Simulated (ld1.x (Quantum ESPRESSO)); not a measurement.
## Before and after: TM potential for Sn (Z = 50)

Sn (Z = 50), norm-conserving Troullier–Martins (Kleinman–Bylander form), made with ld1.x (Quantum ESPRESSO) 7.5 (PBE, scalar-relativistic). Core [Kr], reference 4d10 5s2 5p2. Waves: 5s (bound): rc 1.50 bohr; 5p (bound): rc 2.65 bohr; 4d (bound): rc 1.15 bohr. Local part: the d channel. Core correction: none.

All-electron outer shells of the reference configuration (PBE, scalar-relativistic, ld1.x):

| shell | level (eV) | outermost node (bohr) | outermost maximum (bohr) |
| --- | --- | --- | --- |
| 4s | -133.93 | 0.40 | 0.74 |
| 4p | -89.70 | 0.41 | 0.79 |
| 4d | -25.84 | 0.39 | 0.88 |
| 5s | -10.55 | 0.98 | 2.01 |
| 5p | -3.69 | 1.09 | 2.55 |

Change: wave 5s (bound): rc 1.50 bohr becomes 5s (bound): rc 2.28 bohr.

Cutoffs: the cutoffs (Ry, on a coarse ladder) from which the occupation-weighted sum of valence levels, in a spherical-Bessel basis at the reference potential, stays within 10 and 1 mRy of its value at 400 Ry; they do not see the model core or the augmentation charge, which bear on the density cutoff. Errors are all-electron minus pseudo energies relative to the spin-unpolarised reference configuration.

Question: What does the change do?

Answer: The potential gets neither clearly harder nor softer (100 Ry and 160 Ry → 100 Ry and 160 Ry); both files keep a bound ghost (p, s); of the 6 tests that both files solve, the error grows in 1 and shrinks in 4 by more than 15 % and 0.3 meV (median size 3.9 → 1.5 meV).

| quantity | base | changed |
| --- | --- | --- |
| cutoff, loose | 100 Ry | 100 Ry |
| cutoff, tight | 160 Ry | 160 Ry |
| loose cutoff by channel (10 mRy a level) | s 35 Ry, p 6 Ry, d 80 Ry | s 10 Ry, p 6 Ry, d 80 Ry |
| bound ghosts | s, p | s, p |
| tests counted (converged, no solver errors) | 6 of 7 | 6 of 7 |
| error for 4d10 5s2 5p1, meV [ΔE 6.87 eV] | -1.1 | -0.5 |
| error for 4d10 5s2 5p0, meV [ΔE 20.83 eV] | -2.0 | +2.4 |
| error for 4d10 5s1 5p0, meV [ΔE 51.80 eV] | +36 | +35 |
| error for 4d10 5s0 5p0, meV [ΔE 92.92 eV] | +145 | +117 |
| error for 4d10 5s1 5p3, meV [ΔE 6.98 eV] | -1.5 | -0.2 |
| error for 4d10 5s0 5p4, meV [ΔE 14.19 eV] | -5.9 | -0.2 |
| s: phases at 2.91 bohr within 0.05 rad from the reference energy up to (Ry; the scan ends near 5) | 1.8 | 1.5 |
| p: phases at 2.91 bohr within 0.05 rad from the reference energy up to (Ry; the scan ends near 5) | 2.8 | 2.8 |
| d: phases at 2.91 bohr within 0.05 rad from the reference energy up to (Ry; the scan ends near 5) | to the end of the scan | to the end of the scan |

Base: Tests not counted: 4d9 5s2 5p2 (solver errors, printed error -11.0 eV). These tests converged, but a pseudo level misses the all-electron one widely, so the file describes the atom poorly there or has found another state: 4d10 5s0 5p0: empty 5p by 3.7 eV. Changed file: Tests not counted: 4d9 5s2 5p2 (solver errors, printed error -14.5 eV). A true bound ghost makes a file unfit for plane-wave use even where its test errors are small: the radial tests pick states by their node count and pass the ghost by. Where a test does run into it, the solver fails or the error is huge.
